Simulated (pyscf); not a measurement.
O=CrH(=O)–F (SMILES [O]=[CrH](=[O])[F]), singlet

Gas-phase minimum from PySCF at ωB97X-D3(BJ)/def2-SVP, one conformer. 

SMILES: [O]=[CrH](=[O])[F]
```xyz
5

O      1.0455     1.0119    -0.5098
Cr     0.7154    -0.2761     0.2349
O      1.0679    -0.1385     1.7110
F     -0.7564    -1.0168    -0.1327
H      1.8973    -1.1436    -0.2278
```
Charge 0, spin multiplicity 1.

Bonded distances (Å): O1–Cr2 1.524, Cr2–O3 1.524, Cr2–F4 1.688, Cr2–H5 1.537. Bond angles (°): O1–Cr2–O3 110.3, O1–Cr2–F4 117.0, O1–Cr2–H5 99.4, O3–Cr2–F4 116.9, O3–Cr2–H5 99.5, F4–Cr2–H5 110.9.

Properties at ωB97X-D3(BJ)/def2-SVP:

* **Harmonic wavenumbers, unscaled**: 242, 276, 426, 653, 717, 829, 1202, 1214, 2064 cm⁻¹
* **Zero-point energy**: 10.9 kcal/mol
* **Rotational symmetry number**: 1
* **Entropy of this conformer at 298 K and 1 atm, rigid rotor and harmonic oscillator, modes under 100 cm⁻¹ raised to 100**: 291.5 J/(mol K)
* **Dipole moment**: 0.91 D

Single-point totals, which compare only within one level:

```json
[
 {"level": "ωB97X-D3(BJ)/def2-TZVP", "total energy (hartree)": "-1295.46406"},
 {"level": "PBE/def2-TZVP", "total energy (hartree)": "-1295.10065"},
 {"level": "r²SCAN/def2-TZVP", "total energy (hartree)": "-1295.41149"},
 {"level": "B3LYP-D3(BJ)/def2-TZVP", "total energy (hartree)": "-1295.53171"},
 {"level": "PBE0-D3(BJ)/def2-TZVP", "total energy (hartree)": "-1295.01841"},
 {"level": "M06-2X/def2-TZVP", "total energy (hartree)": "-1295.26515"},
 {"level": "ωB97M-D3(BJ)/def2-TZVP", "total energy (hartree)": "-1295.54775"}
]
```
